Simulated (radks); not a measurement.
Q: Coulomb parameter of the 4d shell of the molybdenum ion Mo+ in the model configuration [Kr] 4d3.5 5p1.5, as a second difference U = [E(n + 1) + E(n - 1) - 2 E(n)] / (1)^2 with all orbitals relaxed. "Bare": the charge of the atom changes with n. "Screened": the 5p shell takes up the change at fixed total charge, which measures U(4d,4d) + U(5p,5p) - 2 U(4d,5p). Calculated with a radial shooting solver on a logarithmic mesh with Libxc functionals: scalar-relativistic Kohn-Sham, PBE, spin-unpolarised, spherical densities, point nucleus. Estimate both.

A: U(bare) = 10.200 eV, U(screened by 5p) = 2.288 eV, against the Slater integral F0(4d,4d) = 14.385 eV with frozen orbitals.
